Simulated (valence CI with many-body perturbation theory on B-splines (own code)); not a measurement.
## Which ion has this spectrum?

A relativistic CI+MBPT calculation for an atom or ion with 13 electrons gives these levels (× 10³ cm⁻¹):

```
  J  Parity       E     g
1/2     odd    0.00  0.65
1/2    even  1178.3  2.15
3/2     odd  1963.1  1.32
3/2    even  2927.8  1.64
5/2    even  3057.0  1.34
3/2    even  3215.5  0.96
1/2    even  3287.4  1.25
3/2    even  3651.5  0.83
5/2    even  4036.4  1.20
3/2     odd  4381.3  1.15
3/2     odd  4490.2  0.63
5/2     odd  4583.5  1.03
1/2     odd  4773.3  0.39
3/2     odd  4811.4  1.29
```

The energies are calculated, and their last digits are not significant.

Task: Which is it?
A. Ho54+
B. Tb52+
C. Lu58+
D. Er55+

Result: D. Er55+, ground level (3s^2 3p1/2) J=1/2.
